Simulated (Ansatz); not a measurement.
Reaction (ligand exchange at the Al–O bond): `O[Si](O)(O)[O][AlH2]` + CH₃SH → `C[S][AlH2]` + orthosilicic acid

Program: Ansatz. Geometries: PBE0-D4/def2-TZVP. ΔE: electronic, gas phase. CCSD(T)/CBS adds triple-zeta CCSD(T) − MP2 to the extrapolated MP2 energy (def2 sets, frozen cores). This one scheme is used for every species. DFT in def2-TZVPP. B3LYP here is the variant with VWN-RPA as its local correlation; programs differ in this. HSE06 is defined as in plane-wave codes. One conformer a species, not always the lowest.

Is it downhill or uphill in electronic energy at CCSD(T)/CBS, and by how much? (Best estimate.)

Computed: Uphill: ΔE = +47.3 kJ/mol.

What do these levels give: PBE-D4, B97M-V, B3LYP-D4, r2SCANh-D4, ωB97M-V, revPBE, BLYP, B3LYP, HSE06, CAM-B3LYP, CCSD/def2-SVP, MP2/def2-QZVPP? (Best estimate.)

Ansatz gave: PBE-D4 33.6, B97M-V 46.5, B3LYP-D4 51.0, r2SCANh-D4 43.7, ωB97M-V 47.4, revPBE 34.2, BLYP 48.9, B3LYP 50.8, HSE06 36.5, CAM-B3LYP 55.3, CCSD/def2-SVP 56.6, MP2/def2-QZVPP 48.2 kJ/mol.

Largest T1 diagnostic among the species: 0.012.

From PBE to PBE0 (25 % exact exchange), in def2-TZVPP and without D4, ΔE moves by +3.7 kJ/mol. At CCSD(T), def2-SVP lies +6.7 kJ/mol from the extrapolated value and def2-TZVPP +2.4 kJ/mol. Leaving LDA and LC-ωPBE aside and taking each functional with its dispersion term where it has one, the values, not all of them listed here, spread over 22.3 kJ/mol, from PBE-D4 to BHLYP-D4.
